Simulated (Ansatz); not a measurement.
Born–Oppenheimer molecular dynamics of AlClH₂O₂ (6 atoms, charge 0, multiplicity 1). It starts at the highest image of a converged band, a first-order saddle point between two minima.

Method: Ansatz 0.2.0, RKS BHLYP/6-31G*.

| Quantity | Value |
| --- | --- |
| ensemble | NVE (velocity Verlet) |
| time step | 0.5 fs |
| steps asked | 200 |
| starting velocities drawn for | 300 K |
| seed | 8992 |

First frame:

```xyz
6
Properties=species:S:1:pos:R:3
O -0.198 1.361 -0.720
Al -0.009 -0.194 -0.101
O 1.155 -0.522 1.056
Cl -1.214 -1.729 -0.866
H -0.816 1.553 -1.420
H 1.125 -0.533 2.005
```

Question: How far do the bonds stretch over the last three quarters of this one trajectory? (Pairs bonded in most of those frames.)

Answer: 
```tsv
bond	mean (Å)	spread (Å)	shortest	longest
O1–Al2	1.685	0.017	1.66	1.71
O1–H5	0.956	0.021	0.92	0.99
Al2–O3	1.679	0.017	1.66	1.71
Al2–Cl4	2.094	0.013	2.07	2.11
O3–H6	0.954	0.011	0.94	0.98
```

Mean temperature of the second half: 208 K. The conserved energy stayed within 0.2 meV per atom of its start (net change 0.043 meV per atom), so the integration is sound. A run of 0.1 ps of so small a system gives no equilibrium averages. The orbitals stay closed-shell, which can raise the energy where a bond breaks towards radicals; this wasn't checked here.

The run took 8.9 min on 1 thread of Arm Neoverse V1 (shared host), peak memory 0.13 GiB.
